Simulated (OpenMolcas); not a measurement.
# Sn II: effect of the IPEA shift

* Program: OpenMolcas
* Basis: ANO-RCC-VTZP [7s6p4d2f1g]
* Scalar Hamiltonian: DKH2, point nucleus
* Active space: 3 electrons in 4 orbitals (5s 5p)
* State averaging: 2S+1 = 4 odd, 1 root; 2S+1 = 2 odd, 3 roots kept (CI in the orbitals of an earlier block); 2S+1 = 4 even, 3 roots; 2S+1 = 2 even, 9 roots kept (CI in the orbitals of an earlier block)
* Spin-orbit coupling: RASSI with atomic mean-field integrals over the reference wave functions, term energies averaged over their components

Methods on the same reference wave functions:
A. CASSCF
B. SS-CASPT2, IPEA 0 Eh, imaginary shift 0.1 Eh (closed shells correlated: 4d)
C. SS-CASPT2, IPEA 0.25 Eh, imaginary shift 0.1 Eh (closed shells correlated: 4d)

Energies in cm⁻¹ above 5s² 5p ²P°_1/2, the measured ground level; measured values from NIST Handbook of Basic Atomic Spectroscopic Data.

```tsv
Level	A	B	C	Measured
5s² 5p ²P°_1/2	0.0	0.0	0.0	0.0
5s² 5p ²P°_3/2	3668	3670	3670	4251
5s 5p² ⁴P_1/2	37028	44460	44070	46464
5s 5p² ⁴P_3/2	38542	46030	45630	48368
5s 5p² ⁴P_5/2	40635	47940	47630	50730
5s 5p² ²D_3/2	64921	57330	60480	58844
5s 5p² ²D_5/2	65160	57820	60870	59463
5s 5p² ²P_1/2 [50 %]	87883	71700	78390	
5s 5p² ²P_3/2	90160	75700	79140
```

Deviations, from unrounded energies. A percentage is the sum of absolute deviations over the sum of measured energies, with the sign that they share, or ± where signs differ.

```json
{"Against measurement": "mean absolute deviation (cm-1)", "Levels": "6", "A": "7000", "B": "1800", "C": "2000"}
{"Against measurement": "fine structure of the ground term (%)", "Levels": "1", "A": "-13.7", "B": "-13.7", "C": "-13.7"}
{"Against measurement": "other configurations (%)", "Levels": "5", "A": "±15.6", "B": "-3.9", "C": "±4.3"}
```

B lies closest to measurement on these levels and A furthest from it. The largest miss of B in the table is 5s 5p² ⁴P_5/2, by -2800 cm-1. The ranking rests on the paired levels alone, and a cruder setting can come out closer through cancelling errors.

Between B and C the level of the table that moves most is 5s 5p² ²P_1/2 [50 %], by 6700 cm-1 (lowest in B, highest in C). Moves below CASPT2's spread within the term are not significant.

The mean deviations of B to C differ by less than CASPT2's widest spread within a term (860 cm-1), so their order carries little weight.

The lowest spin-free term lies below A's lowest term by 0.445 hartree in B, 0.439 hartree in C.

CASPT2 does not keep the components of a term degenerate, so their means are used; among the terms shown or strongly mixed into the levels shown the widest spread is 860 cm-1 (5s 5p² ²D, C). Over all roots computed the reference weight is 0.83 to 0.93 in B, 0.87 to 0.94 in C; the roots of lowest weight are the least certain, and an intruder state may touch them. Terms from blocks run as CI alone lack orbitals of their own. Terms of s pⁿ other than that of highest spin mix with s² pⁿ⁻² d, which this space lacks; all of them can be thousands of cm-1 off, and some have no real level of that name. Computed and measured levels are paired by configuration, term and J; levels that our copy of the source lacks, or whose pairing is in doubt (as where it misses far off the trend of its configuration), stay unpaired and out of the deviations. Levels of configurations outside the active space are missing. Levels that lie high or do not pair safely by name in every column are left out.

A share in square brackets marks a mixed level and gives the weight of the term that names it, the lowest over the columns. ° marks odd parity.
